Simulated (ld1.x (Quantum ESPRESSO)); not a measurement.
**Pseudopotential generation for Nb (Z = 41): ultrasoft, Wu–Cohen, scalar-relativistic.**

Nb, ultrasoft, made with ld1.x (Quantum ESPRESSO) 7.5 (Wu–Cohen, scalar-relativistic). Core [Ar] 3d10, reference 4s2 4p6 4d4.5 5s0.5 5p0. Waves: 4s (bound): rcut 1.65, rcutus 2.05 bohr; 5s (bound): rcut 1.65, rcutus 2.05 bohr; 4p (bound): rcut 1.75, rcutus 2.20 bohr; 5p (bound, empty): rcut 1.75, rcutus 2.20 bohr; 4d (bound): rcut 1.50, rcutus 1.70 bohr; 4d channel at 0.6 Ry: rcut 1.50, rcutus 1.70 bohr; 4f channel at 0.45 Ry: rcut 1.60, rcutus 2.94 bohr; 4f channel at 1.7 Ry: rcut 1.60, rcutus 2.94 bohr. Local part: all-electron potential smoothed inside 1.45 bohr (lloc = -2). Core correction: none. Augmentation charge: built from norm-conserving waves at rcut, not smoothed further.

All-electron outer shells of the reference configuration (Wu–Cohen, scalar-relativistic, ld1.x):

```tsv
shell	level (eV)	outermost node (bohr)	outermost maximum (bohr)
3p	-345.70	0.17	0.39
3d	-195.28	–	0.33
4s	-57.38	0.53	1.04
4p	-33.55	0.54	1.12
5s	-3.71	1.41	3.12
4d	-2.41	0.55	1.51
5p	-0.91	1.63	4.26
```

**Question.** Does the generator finish with these settings?

**Answer.** Yes, a potential is produced.

**Question.** Is the overlap operator S = 1 + Σ q|β⟩⟨β| positive definite (Bessel basis up to 400 Ry)?

**Answer.** No: its lowest eigenvalue is -0.020, in the p channel, so the generalised eigenproblem breaks down once the basis is large enough.

Its largest configuration-test error is -666 meV (4s2 4p6 4d4 5s1 5p0). 1 of 7 tests not solved or not reliable. Not counted: 4s2 4p6 4d4 5s0 5p1 (pseudo-atom not self-consistent, printed error -2.2 eV).

A Bessel basis up to 400 Ry misses an occupied level by 1.00 Ry, so cutoffs and ghosts were not judged. Its overlap operator is not positive definite in a basis up to 400 Ry (lowest eigenvalue p -0.02), so the file is unfit for use: the generalised eigenproblem breaks down once the basis is large enough, and its test numbers describe a broken file. The potential misses its own reference levels by up to 0.9 eV.
